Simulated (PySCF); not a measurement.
BiCl3, charge +1, doublet, geometry from GFN2-xTB (such geometries of metal compounds can be far from the true shape) (a state made from the parent by changing its charge; the spin is typed, not shown lowest) (core potentials on Bi); PBE/def2-SVP (PySCF).

The PySCF input:
```python
from pyscf import gto, scf, dft

mol = gto.M(
    atom='''
Bi   -0.004295   -0.000679    0.523373
Cl   -1.838361   -0.996657   -0.868202
Cl    0.065590    2.098167   -0.848565
Cl    1.793740   -1.098197   -0.838527
''',
    basis='def2-svp',
    ecp={'Bi': 'def2-svp'},
    charge=1,
    spin=1,
    verbose=5,
)

mf = dft.UKS(mol)
mf.xc = 'pbe'
mf.kernel()
mf.analyze()
```

### Question
Predict the main parts of the log of this PySCF run.

### Answer

```
PySCF version 2.14.0

[INPUT] verbose = 5
[INPUT] max_memory = 4000
[INPUT] num. atoms = 4
[INPUT] num. electrons = 73
[INPUT] charge = 1
[INPUT] spin (= nelec alpha-beta = 2S) = 1
[INPUT] symmetry False subgroup None
[INPUT] Mole.unit = angstrom
[INPUT] Symbol           X                Y                Z      unit          X                Y                Z       unit  Magmom
[...]
[INPUT] ---------------- BASIS SET ----------------
[INPUT] l, kappa, [nprim/nctr], expnt,             c_1 c_2 ...
[INPUT] Bi
[...]
                                19.820147783      -0.1462446125
                                14.960110102      0.37435719885
                                6.7065785571      -0.68476017748
                                1.7391967524      0.90967322081
                                0.94504730591     0.38695797807
[...]
                                1.5317838545      0.31054408682
[...]
                                7.1992185915      -0.37994608603
                                1.5359697528      0.53268032065
                                0.72201275727     0.23037698678
[...]
                                7.0956896087      -0.065954380016
                                2.3363137007      0.33707163406
                                1.1208861366      0.49128719933
                                0.50309487376     0.29095930644
[...]
[INPUT] Cl
[...]
                                1571.7365221      0.014754727977
                                357.12065523      0.066679112875
                                100.25185935      0.17228924084
                                30.812727554      0.158837861
[...]
                                5.7045760975      0.60841752753
                                2.3508376809      0.54352153355
[...]
                                72.102015515      -0.063563355471
                                22.532680262      -0.24016428276
                                7.8991765444      -0.47798866557
                                2.8767268321      -0.38515850005
[...]
nuclear repulsion = 373.718559139567
number of shells = 34
number of NR pGTOs = 169
number of NR cGTOs = 80
basis = def2-svp
ecp = {'Bi': 'def2-svp'}

******** <class 'pyscf.dft.uks.UKS'> ********
method = UKS
initial guess = minao
damping factor = 0
level_shift factor = 0
DIIS = <class 'pyscf.scf.diis.CDIIS'>
diis_start_cycle = 1
diis_space = 8
diis_damp = 0
SCF conv_tol = 1e-09
SCF conv_tol_grad = None
SCF max_cycles = 50
direct_scf = True
direct_scf_tol = 1e-13
number electrons alpha = 37  beta = 36
XC library pyscf.dft.libxc version 7.1.2
    S. Lehtola, C. Steigemann, M. J. T. Oliveira, and M. A. L. Marques,  SoftwareX 7, 1–5 (2018)
XC functionals = pbe
    J. P. Perdew, K. Burke, and M. Ernzerhof,  Phys. Rev. Lett. 77, 3865 (1996)
    J. P. Perdew, K. Burke, and M. Ernzerhof,  Phys. Rev. Lett. 78, 1396 (1997)
    J. P. Perdew, K. Burke, and M. Ernzerhof,  Phys. Rev. Lett. 77, 3865 (1996)
    J. P. Perdew, K. Burke, and M. Ernzerhof,  Phys. Rev. Lett. 78, 1396 (1997)
radial grids:
    Treutler-Ahlrichs [JCP 102, 346 (1995); DOI:10.1063/1.469408] (M4) radial grids

becke partition: Becke, JCP 88, 2547 (1988); DOI:10.1063/1.454033
pruning grids: <function nwchem_prune>
grids dens level: 3
symmetrized grids: False
atomic radii adjust function: <function treutler_atomic_radii_adjust>
small_rho_cutoff = 0
Set gradient conv threshold to 3.16228e-05
Density of valence part of ANO basis will be used as initial guess for Bi
atom Bi rad-grids = 100, ang-grids = [ 50  50  50  50  50  50  50  50  50  50  50  50  50  50  50  50  50  50
  50  50  50  50  50  50  50  50  50  50  50  50  86  86  86  86  86  86
  86  86  86  86  86  86  86  86  86  86  86 350 350 350 350 350 350 350
 350 350 350 350 434 434 434 434 434 434 434 434 434 434 434 434 434 434
 434 434 434 434 434 434 434 434 434 350 350 350 350 350 350 350 350 350
 350 350 350 350 350 350 350 350 350 350]
[...]
SCF not converged.
Total Energy =                       -1594.014733460330945
[...]
3 Cl 2py         0.00158  -0.00001   0.00042   0.00025  -0.00002
3 Cl 2pz         0.00079  -0.00049   0.00001  -0.00000  -0.00002
3 Cl 3px         0.00115  -0.01116   0.02005  -0.01611   0.00124
3 Cl 3py        -0.00073   0.00675  -0.01758  -0.00051  -0.00076
3 Cl 3pz         0.00426   0.01826  -0.01116   0.00565  -0.00085
3 Cl 4px         0.34909  -0.01440   0.02057  -0.01367   0.01208
3 Cl 4py        -0.21403   0.00875  -0.01515   0.00161  -0.00739
3 Cl 4pz        -0.11633   0.01662  -0.01235   0.00635  -0.00611
3 Cl 3dxy        0.13866  -0.01638   0.01755  -0.01098  -0.00205
3 Cl 3dyz       -0.03403   0.01020  -0.01407   0.00981   0.00231
3 Cl 3dz^2       0.10446  -0.00491   0.00021   0.00016   0.00084
3 Cl 3dxz        0.05504  -0.01668   0.02586  -0.01154  -0.00379
3 Cl 3dx2-y2    -0.07043   0.00839  -0.01160   0.00155   0.00106

spin_pop of  0 Bi 5s        0.00000
spin_pop of  0 Bi 6s        0.00057
spin_pop of  0 Bi 7s       -0.00017
spin_pop of  0 Bi 8s       -0.00013
spin_pop of  0 Bi 5px      -0.00002
spin_pop of  0 Bi 5py      -0.00002
spin_pop of  0 Bi 5pz       0.00001
spin_pop of  0 Bi 6px      -0.00099
spin_pop of  0 Bi 6py      -0.00099
spin_pop of  0 Bi 6pz      -0.00102
spin_pop of  0 Bi 7px      -0.00123
spin_pop of  0 Bi 7py      -0.00117
spin_pop of  0 Bi 7pz      -0.00137
spin_pop of  0 Bi 8px      -0.00922
spin_pop of  0 Bi 8py      -0.00967
spin_pop of  0 Bi 8pz      -0.00725
spin_pop of  0 Bi 5dxy     -0.00002
spin_pop of  0 Bi 5dyz      0.00029
spin_pop of  0 Bi 5dz^2    -0.00088
spin_pop of  0 Bi 5dxz     -0.00078
spin_pop of  0 Bi 5dx2-y2    0.00028
spin_pop of  0 Bi 6dxy     -0.00034
spin_pop of  0 Bi 6dyz     -0.00023
spin_pop of  0 Bi 6dz^2    -0.00040
spin_pop of  0 Bi 6dxz     -0.00080
spin_pop of  0 Bi 6dx2-y2   -0.00029
spin_pop of  1 Cl 1s       -0.00000
spin_pop of  1 Cl 2s       -0.00000
spin_pop of  1 Cl 3s        0.00027
spin_pop of  1 Cl 4s       -0.00031
spin_pop of  1 Cl 2px       0.00000
spin_pop of  1 Cl 2py       0.00001
spin_pop of  1 Cl 2pz      -0.00000
spin_pop of  1 Cl 3px       0.07965
spin_pop of  1 Cl 3py       0.26294
spin_pop of  1 Cl 3pz       0.00266
spin_pop of  1 Cl 4px      -0.00013
spin_pop of  1 Cl 4py       0.00010
spin_pop of  1 Cl 4pz      -0.00008
spin_pop of  1 Cl 3dxy     -0.00002
spin_pop of  1 Cl 3dyz      0.00001
spin_pop of  1 Cl 3dz^2     0.00002
spin_pop of  1 Cl 3dxz     -0.00003
spin_pop of  1 Cl 3dx2-y2   -0.00001
spin_pop of  2 Cl 1s       -0.00000
spin_pop of  2 Cl 2s       -0.00000
spin_pop of  2 Cl 3s        0.00026
spin_pop of  2 Cl 4s       -0.00028
spin_pop of  2 Cl 2px       0.00002
spin_pop of  2 Cl 2py       0.00000
spin_pop of  2 Cl 2pz      -0.00000
spin_pop of  2 Cl 3px       0.33862
spin_pop of  2 Cl 3py       0.00445
spin_pop of  2 Cl 3pz       0.00265
spin_pop of  2 Cl 4px       0.00021
spin_pop of  2 Cl 4py      -0.00022
spin_pop of  2 Cl 4pz      -0.00007
spin_pop of  2 Cl 3dxy     -0.00001
spin_pop of  2 Cl 3dyz     -0.00005
spin_pop of  2 Cl 3dz^2     0.00002
spin_pop of  2 Cl 3dxz      0.00003
spin_pop of  2 Cl 3dx2-y2   -0.00002
spin_pop of  3 Cl 1s       -0.00000
spin_pop of  3 Cl 2s       -0.00000
spin_pop of  3 Cl 3s        0.00026
spin_pop of  3 Cl 4s       -0.00031
spin_pop of  3 Cl 2px       0.00001
spin_pop of  3 Cl 2py       0.00001
spin_pop of  3 Cl 2pz      -0.00000
spin_pop of  3 Cl 3px       0.09588
spin_pop of  3 Cl 3py       0.24683
spin_pop of  3 Cl 3pz       0.00260
spin_pop of  3 Cl 4px      -0.00011
spin_pop of  3 Cl 4py       0.00008
spin_pop of  3 Cl 4pz      -0.00008
spin_pop of  3 Cl 3dxy     -0.00002
spin_pop of  3 Cl 3dyz      0.00001
spin_pop of  3 Cl 3dz^2     0.00002
spin_pop of  3 Cl 3dxz     -0.00003
spin_pop of  3 Cl 3dx2-y2   -0.00001
In total            37.00000 | 36.00000

WARN: System has nonzero charge 1; the dipole moment is origin-dependent.
Location of origin: [0. 0. 0.]

Dipole moment(X, Y, Z, Debye): -0.01724,  0.00209,  2.20324
```

The run did not converge; its last values are not results.
